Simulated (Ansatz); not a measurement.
`[OH][W]([OH])([F])([F])([Cl])[Cl]`, one more setting.

```yaml
crystal:
  periodic: [false, false, false]
  atoms:
    - {symbol: O, position_ang: [-0.915567, -1.414743, -0.029031]}
    - {symbol: W, position_ang: [-0.074645, 0.124937, -0.149311]}
    - {symbol: O, position_ang: [1.063901, -0.097535, 1.267668]}
    - {symbol: F, position_ang: [-1.096551, 0.580515, -1.651773]}
    - {symbol: F, position_ang: [0.739608, 1.825661, -0.391428]}
    - {symbol: Cl, position_ang: [-1.595104, 1.268977, 1.162324]}
    - {symbol: Cl, position_ang: [1.529071, -0.655310, -1.637004]}
    - {symbol: H, position_ang: [-1.536328, -1.914369, -0.458725]}
    - {symbol: H, position_ang: [1.804595, 0.228837, 1.827862]}
basis:
  gaussian: {orbitals: def2-TZVPP, fitting: {mean_field: def2-universal-jkfit}}
total_charge: 1
magnetization: {spin_polarized: true, initial_magnetization: 1}
hamiltonian: {xc: {name: r2SCAN0}, dispersion: d3bj}
accuracy: high
scf: {lower_state_search: full}
output: {forces: true}
```

```sh
$ ansatz run in.yaml --threads 4 --pin off --events-out ev --progress --plain --max-ram 11315MiB
```

Output, abridged:

```
Warning: the engine holds no damping parameters fitted to this dispersion correction and functional, so the run takes those fitted to r2scan0 beside the three-body term, which d3bj leaves out (hamiltonian.dispersion, under Limitations)
Functional definition: r2SCAN0
827 factors; integrals over basis functions are off by at most 1.6e0 eV
mean field evaluation 1: about -36404.8638 eV, gradient 7.9e1 eV
mean field evaluation 2: about -36404.8637 eV, gradient 7.9e1 eV
mean field evaluation 4: about -36419.1391 eV, gradient 3.4e1 eV
mean field evaluation 8: about -36423.9464 eV, gradient 5.0e0 eV
mean field evaluation 16: about -36424.1039 eV, gradient 9.4e-1 eV
mean field evaluation 32: about -36424.3679 eV, gradient 5.6e-6 eV
mean field -36424.36791216 eV, -1338.5708314485 hartree, gradient 1.7e-8 eV, S^2 0.774874; 16 other end points of the search recorded, 0 dependent functions left out
reference -36424.36791417 eV, -1338.5708315226 hartree; 42, 41 occupied and 250, 251 virtual orbitals, 827 factors
Total energy: -36424.46437294 eV, -1338.5743763167 hartree
Atom 0 at    -0.915567    -1.414743    -0.029031 Å, force     1.422858     0.290283     1.433505 eV/Å
Atom 1 at    -0.074645     0.124937    -0.149311 Å, force     0.739556     4.515173    -0.921625 eV/Å
Atom 2 at     1.063901    -0.097535     1.267668 Å, force     0.647069    -0.145126     0.492827 eV/Å
Atom 3 at    -1.096551     0.580515    -1.651773 Å, force     0.777610    -0.416981     1.064082 eV/Å
Atom 4 at     0.739608     1.825661    -0.391428 Å, force    -0.705814    -1.401705    -0.046751 eV/Å
Atom 5 at    -1.595104     1.268977     1.162324 Å, force    -0.079981    -0.072472     0.204306 eV/Å
Atom 6 at     1.529071    -0.655310    -1.637004 Å, force     0.443017    -0.278340    -0.174395 eV/Å
Atom 7 at    -1.536328    -1.914369    -0.458725 Å, force    -2.498225    -2.257086    -1.448907 eV/Å
Atom 8 at     1.804595     0.228837     1.827862 Å, force    -0.746090    -0.233745    -0.603043 eV/Å
Dipole moment:     0.179641    -0.754331     0.521682 e Å
```

Hardware: 4 threads of an Arm Neoverse V1 on a shared host. Wall time 6.9 min, peak host memory 1.7 GiB.
